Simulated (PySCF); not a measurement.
AlClH3NO, SMILES [Al]([NH2])([Cl])[OH].

Geometry: PBE0-D3(BJ)/def2-SVP. The values are those of a single conformer.

Computed with M06-2X/def2-TZVPD run with PySCF.

Symmetry labels are those of the subgroup Cs that the program uses (full group Cs).

List the valence orbital energies around the gap with their symmetry. (Estimate from the structure and the level; the computed values follow.)


```
orbital  symmetry  energy (eV)
-------  --------  -----------
HOMO−7         A'       -15.17
HOMO−6         A'       -13.85
HOMO−5         A'       -11.95
HOMO−4         A'       -11.54
HOMO−3         A"       -11.42
HOMO−2         A"       -10.58
HOMO−1         A'       -10.48
HOMO           A"        -9.26
LUMO           A'        -0.60
LUMO+1         A'         0.63
LUMO+2         A'         0.80
LUMO+3         A"         0.84
```
